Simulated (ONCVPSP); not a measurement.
## Pseudopotential generation for hafnium: ONCV, PBE, scalar-relativistic.

ONCVPSP 4.0.1 was run on this input:

```
# ATOM AND REFERENCE CONFIGURATION
# atsym  z   nc   nv     iexc    psfile
  Hf 72.00    9    5        4      upf
#
#   n    l    f
    1    0    2.00
    2    0    2.00
    2    1    6.00
    3    0    2.00
    3    1    6.00
    3    2   10.00
    4    0    2.00
    4    1    6.00
    4    2   10.00
    4    3   14.00
    5    0    2.00
    5    1    6.00
    5    2    2.00
    6    0    0.50
#
# PSEUDOPOTENTIAL AND OPTIMIZATION
# lmax
    3
#
#   l,   rc,      ep,       ncon, nbas, qcut
    0    1.95    0.00    4    7    5.10
    1    2.25    0.00    4    7    6.90
    2    2.30    0.00    5    9    8.30
    3    1.10    0.00    5   10   15.10
#
# LOCAL POTENTIAL
# lloc, lpopt,  rc(5),   dvloc0
    4    2    1.00    2.00
#
# VANDERBILT-KLEINMAN-BYLANDER PROJECTORs
# l, nproj, debl
    0    3    3.20
    1    2    0.70
    2    1    3.80
    3    2    1.10
#
# MODEL CORE CHARGE
# icmod, fcfact, rcfact
    3    2.50    1.45
#
# LOG DERIVATIVE ANALYSIS
# epsh1, epsh2, depsh
   -4.00    5.00    0.02
#
# OUTPUT GRID
# rlmax, drl
    6.00    0.01
#
# TEST CONFIGURATIONS
# ncnf
    4
# nvcnf
#   n    l    f
    5
    4    3   14.00
    5    0    2.00
    5    1    6.00
    5    2    2.00
    6    0    2.00
#
    5
    4    3   14.00
    5    0    2.00
    5    1    6.00
    5    2    2.00
    6    0    1.00
#
    5
    4    3   14.00
    5    0    2.00
    5    1    6.00
    5    2    2.00
    6    0    0.00
#
    5
    4    3   14.00
    5    0    2.00
    5    1    6.00
    5    2    2.50
    6    0    1.50
#
```

Command:

```bash
oncvpsp.x < Hf.dat > Hf.out
```

Resulting log (shortened: citation, most of the input echo, consistency checks and plot data are left out):

```
ONCVPSP  (Optimized Norm-Conservinng Vanderbilt PSeudopotential)
scalar-relativistic version 4.0.1

#   n    l    f        energy (Ha)
    1    0    2.00    -2.3997082E+03
    2    0    2.00    -4.1072267E+02
    2    1    6.00    -3.6065784E+02
    3    0    2.00    -9.3893056E+01
    3    1    6.00    -7.8938878E+01
    3    2   10.00    -6.1251045E+01
    4    0    2.00    -1.9235540E+01
    4    1    6.00    -1.4330545E+01
    4    2   10.00    -7.9945303E+00
    4    3   14.00    -1.0179176E+00
    5    0    2.00    -2.8619133E+00
    5    1    6.00    -1.7066126E+00
    5    2    2.00    -4.7200451E-01
    6    0    0.50    -5.2029761E-01

Reference configufation results
  iterations    37
  all-electron total energy (Ha)   -1.50776931D+04

Begin loop to  construct optimized pseudo wave functions
and semi-local pseudopoentials for all angular momenta

   Wellstate for l =  0  n =  8
     eigenvalue =   2.6797
     asymptotic potential =   3.1797
     half-point radius =  3.4801

Calculating optimized projector #   1

 for l=   0

    Fraction of norm inside rc  0.969398
    Optimizing pswf for qcut=   5.11 a_B^-1,  ecut=  13.05 Ha
    Residual kinetic energy error=  1.26D-04 Ha

    Energy error per electron        Cutoff
         Ha          eV             Ha
         0.01000     0.27211        4.19
         0.00100     0.02721       10.17
         0.00010     0.00272       14.65
         0.00001     0.00027       33.06

Calculating optimized projector #   2

 for l=   0

    Fraction of norm inside rc  0.103497
    Optimizing pswf for qcut=   5.11 a_B^-1,  ecut=  13.05 Ha
    Residual kinetic energy error=  2.78D-04 Ha

    Energy error per electron        Cutoff
         Ha          eV             Ha
         0.01000     0.27211        3.93
         0.00100     0.02721       10.78
         0.00010     0.00272       20.30
         0.00001     0.00027       41.34

Calculating optimized projector #   3

 for l=   0

    Fraction of norm inside rc  0.095371
    Optimizing pswf for qcut=   5.11 a_B^-1,  ecut=  13.05 Ha
    Residual kinetic energy error=  2.31D-03 Ha

    Energy error per electron        Cutoff
         Ha          eV             Ha
         0.01000     0.27211       10.42
         0.00100     0.02721       14.80
         0.00010     0.00272       36.92
         0.00001     0.00027       50.88

WARNING wellstate: negative energy specified for n= 6 l=  1
WARNING scattering state with energy  0.25000000
WARNING will be used for the first projector

   Wellstate for l =  1  n =  7
     eigenvalue =   0.2500
     asymptotic potential =   0.7500
     half-point radius =  5.8193

Calculating optimized projector #   1

 for l=   1

    Fraction of norm inside rc  0.955828
    Optimizing pswf for qcut=   6.91 a_B^-1,  ecut=  23.85 Ha
    Residual kinetic energy error=  2.17D-08 Ha

    Energy error per electron        Cutoff
         Ha          eV             Ha
         0.01000     0.27211        8.22
         0.00100     0.02721       10.82
         0.00010     0.00272       13.17
         0.00001     0.00027       15.30

Calculating optimized projector #   2

 for l=   1

    Fraction of norm inside rc  0.093660
    Optimizing pswf for qcut=   6.91 a_B^-1,  ecut=  23.85 Ha
    Residual kinetic energy error=  1.06D-07 Ha

    Energy error per electron        Cutoff
         Ha          eV             Ha
         0.01000     0.27211        6.38
         0.00100     0.02721        8.69
         0.00010     0.00272       10.92
         0.00001     0.00027       17.19

Calculating optimized projector #   1

 for l=   2

    Fraction of norm inside rc  0.620444
    Optimizing pswf for qcut=   8.29 a_B^-1,  ecut=  34.39 Ha
    Residual kinetic energy error=  4.77D-09 Ha

    Energy error per electron        Cutoff
         Ha          eV             Ha
         0.01000     0.27211        8.90
         0.00100     0.02721       12.03
         0.00010     0.00272       14.53
         0.00001     0.00027       21.61

   Wellstate for l =  3  n =  5
     eigenvalue =   0.0821
     asymptotic potential =   0.5821
     half-point radius =  6.7376

Calculating optimized projector #   1

 for l=   3

    Fraction of norm inside rc  0.885868
    Optimizing pswf for qcut=  15.11 a_B^-1,  ecut= 114.11 Ha
    Residual kinetic energy error=  3.99D-04 Ha

    Energy error per electron        Cutoff
         Ha          eV             Ha
         0.01000     0.27211       97.48
         0.00100     0.02721      108.89
         0.00010     0.00272      243.22
         0.00001     0.00027      354.36

Calculating optimized projector #   2

 for l=   3

    Fraction of norm inside rc  0.006155
    Optimizing pswf for qcut=  15.11 a_B^-1,  ecut= 114.11 Ha
    Residual kinetic energy error=  7.87D-06 Ha

    Energy error per electron        Cutoff
         Ha          eV             Ha
         0.01000     0.27211       65.63
         0.00100     0.02721       86.73
         0.00010     0.00272      101.17
         0.00001     0.00027      112.95

Construct Vanderbilt / Kleinmman-Bylander projectors

B matrix Hermiticity error, ll=   0
   1   2    3.0217E-04
   1   3    6.5227E-04
   2   3   -1.6828E-04

  Orthonormal projector coefficients  1.1453E+01  4.4301E+00  8.9100E-01

B matrix Hermiticity error, ll=   1
   1   2   -1.7356E-04

  Orthonormal projector coefficients  5.2732E+00  1.0106E+00

B matrix Hermiticity error, ll=   3
   1   2    9.6564E-05

  Orthonormal projector coefficients -3.4257E+01 -1.1202E+01

Model core correction analysis
  based on d2Exc/dn_idn_j

d2excae - all-electron derivatives

   -2.267171D-02   -1.171157D-02   -8.382252D-03   -2.999825D-03
   -1.278938D-03
   -1.171141D-02   -2.746882D-02   -2.396645D-02   -1.024814D-02
   -2.299397D-03
   -8.382126D-03   -2.396642D-02   -2.448868D-02   -1.486445D-02
   -4.327120D-03
   -2.999724D-03   -1.024781D-02   -1.486404D-02   -2.259096D-02
   -2.140122D-02
   -1.278693D-03   -2.298335D-03   -4.324300D-03   -2.140782D-02
   -3.782332D-02

d2excps - pseudofunction derivatives with no core correction

   -4.036062D-02   -2.060178D-02   -1.243234D-02   -3.272126D-03
   -2.141577D-03
   -2.060197D-02   -2.400556D-02   -2.194617D-02   -9.930077D-03
   -2.143709D-03
   -1.243229D-02   -2.194602D-02   -2.384667D-02   -1.495319D-02
   -4.239084D-03
   -3.272023D-03   -9.929704D-03   -1.495274D-02   -2.289982D-02
   -2.141845D-02
   -2.141354D-03   -2.142447D-03   -4.236257D-03   -2.142509D-02
   -3.783168D-02

rms 2nd derivative error    4.588538E-03

rmatch, rhocmatch    0.5959   90.5089

Teter function model core charge with specified parameters

d2excps - pseudofunction derivatives with core correction

   -2.962283D-02   -1.629241D-02   -1.082823D-02   -3.147099D-03
   -1.651884D-03
   -1.629236D-02   -2.178609D-02   -2.086156D-02   -9.815454D-03
   -1.909968D-03
   -1.082814D-02   -2.086143D-02   -2.322573D-02   -1.488133D-02
   -4.131706D-03
   -3.146995D-03   -9.815072D-03   -1.488087D-02   -2.289429D-02
   -2.140616D-02
   -1.651643D-03   -1.908889D-03   -4.128880D-03   -2.141279D-02
   -3.780555D-02

rms 2nd derivative error    2.502731E-03

Pseudoatom total energy -297.642088

Diagnostic tests using Vanderbilt-Kleinman-Bylander pseudopotentials
  1 or more projectors used as specified by nproj input data

   l    rcore       rmatch      e in        delta e   norm test  slope test

   0   1.9597517   2.0192540  -2.8619133   0.0000019   1.0001968   1.0001840
   0   1.9597517   2.0192540  -0.5202976   0.0000026   1.0000347   1.0000289
   0   1.9597517   2.0192540   2.6797024   0.0000183   1.0003453   1.0003453

   1   2.2623125   2.3310012  -1.7066126   0.0000006   1.0001296   1.0001279
   1   2.2623125   2.3310012   0.2500000   0.0000115   1.0001459   1.0001459

   2   2.3032789   2.3732115  -0.4720045  -0.0000003   1.0000003   1.0000049

   3   1.1035574   1.1370637  -1.0179176  -0.0000034   1.0004607   1.0004650
   3   1.1035574   1.1370637   0.0820824   0.0000014   1.0006568   1.0006568

 Testing for bound ghosts
   n   l    E NL Schr. Eq   E Basis Diag.   E Cutoff

   1   0       -2.861911       -2.861892     69.00
   2   0       -0.520295       -0.504231     69.00

   2   1       -1.706612       -1.706535     43.88

   3   2       -0.472005       -0.471150     64.89

   4   3       -1.017921       -1.016882    502.03

 Testing for highly-localized positive-energy ghosts
       l    <radius>/rc     E Basis Diag.   E Cutoff

       0        0.686834       10.061641     69.00  WARNING - GHOST(+)

Test configuration 0

   n   l     f        eae           eps        diff
   1   0  2.0000-2399.70815842
   2   0  2.0000 -410.72266978
   2   1  6.0000 -360.65783674
   3   0  2.0000  -93.89305639
   3   1  6.0000  -78.93887756
   3   2 10.0000  -61.25104524
   4   0  2.0000  -19.23553960
   4   1  6.0000  -14.33054476
   4   2 10.0000   -7.99453035
   4   3 14.0000   -1.01791759   -1.01792095   -3.36D-06
   5   0  2.0000   -2.86191326   -2.86191133    1.93D-06
   5   1  6.0000   -1.70661255   -1.70661198    5.76D-07
   5   2  2.0000   -0.47200451   -0.47200479   -2.72D-07
   6   0  0.5000   -0.52029761   -0.52029503    2.58D-06

    Total energies and differences
      AE_ref= -1.50776931D+04  AE_tst= -1.50776931D+04  dif=  0.00D+00
      PS_ref= -2.97642088D+02  PS_tst= -2.97642088D+02  dif=  2.66D-09
      PSP excitation error= -2.66D-09

Test configuration 1

   n   l     f        eae           eps        diff
   1   0  2.0000-2399.30568621
   2   0  2.0000 -410.32280412
   2   1  6.0000 -360.25786044
   3   0  2.0000  -93.49347343
   3   1  6.0000  -78.53928473
   3   2 10.0000  -60.85154841
   4   0  2.0000  -18.83584153
   4   1  6.0000  -13.93086894
   4   2 10.0000   -7.59500160
   4   3 14.0000   -0.61866015   -0.61606382    2.60D-03
   5   0  2.0000   -2.46279842   -2.46172245    1.08D-03
   5   1  6.0000   -1.30732029   -1.30739720   -7.69D-05
   5   2  2.0000   -0.09881713   -0.09901854   -2.01D-04
   6   0  2.0000   -0.18773180   -0.18761256    1.19D-04

    Total energies and differences
      AE_ref= -1.50776931D+04  AE_tst= -1.50782169D+04  dif= -5.24D-01
      PS_ref= -2.97642088D+02  PS_tst= -2.98165910D+02  dif= -5.24D-01
      PSP excitation error=  7.96D-05

Test configuration 2

   n   l     f        eae           eps        diff
   1   0  2.0000-2399.56221865
   2   0  2.0000 -410.57774446
   2   1  6.0000 -360.51286416
   3   0  2.0000  -93.74834921
   3   1  6.0000  -78.79416547
   3   2 10.0000  -61.10635536
   4   0  2.0000  -19.09076714
   4   1  6.0000  -14.18576903
   4   2 10.0000   -7.84979571
   4   3 14.0000   -0.87331243   -0.87233399    9.78D-04
   5   0  2.0000   -2.71739516   -2.71702660    3.69D-04
   5   1  6.0000   -1.56237824   -1.56242464   -4.64D-05
   5   2  2.0000   -0.33833498   -0.33842641   -9.14D-05
   6   0  1.0000   -0.40333574   -0.40328438    5.14D-05

    Total energies and differences
      AE_ref= -1.50776931D+04  AE_tst= -1.50779237D+04  dif= -2.31D-01
      PS_ref= -2.97642088D+02  PS_tst= -2.97872750D+02  dif= -2.31D-01
      PSP excitation error=  6.25D-05

Test configuration 3

   n   l     f        eae           eps        diff
   1   0  2.0000-2399.86452485
   2   0  2.0000 -410.87786526
   2   1  6.0000 -360.81309086
   3   0  2.0000  -94.04788888
   3   1  6.0000  -79.09371685
   3   2 10.0000  -61.40587446
   4   0  2.0000  -19.39047334
   4   1  6.0000  -14.48549530
   4   2 10.0000   -8.14945118
   4   3 14.0000   -1.17266053   -1.17377356   -1.11D-03
   5   0  2.0000   -3.01650037   -3.01686920   -3.69D-04
   5   1  6.0000   -1.86045423   -1.86038342    7.08D-05
   5   2  2.0000   -0.61387286   -0.61375378    1.19D-04

    Total energies and differences
      AE_ref= -1.50776931D+04  AE_tst= -1.50774026D+04  dif=  2.91D-01
      PS_ref= -2.97642088D+02  PS_tst= -2.97351480D+02  dif=  2.91D-01
      PSP excitation error= -1.07D-04

Test configuration 4

   n   l     f        eae           eps        diff
   1   0  2.0000-2399.27990116
   2   0  2.0000 -410.29555549
   2   1  6.0000 -360.23065306
   3   0  2.0000  -93.46664991
   3   1  6.0000  -78.51246062
   3   2 10.0000  -60.82458875
   4   0  2.0000  -18.80887076
   4   1  6.0000  -13.90380093
   4   2 10.0000   -7.56773459
   4   3 14.0000   -0.59129774   -0.59024981    1.05D-03
   5   0  2.0000   -2.43510554   -2.43493756    1.68D-04
   5   1  6.0000   -1.28182350   -1.28193756   -1.14D-04
   5   2  2.5000   -0.08444777   -0.08451382   -6.60D-05
   6   0  1.5000   -0.18009111   -0.18004384    4.73D-05

    Total energies and differences
      AE_ref= -1.50776931D+04  AE_tst= -1.50781707D+04  dif= -4.78D-01
      PS_ref= -2.97642088D+02  PS_tst= -2.98119820D+02  dif= -4.78D-01
      PSP excitation error=  1.15D-04
```

The run took about 8.3 s on one core of a shared server CPU.
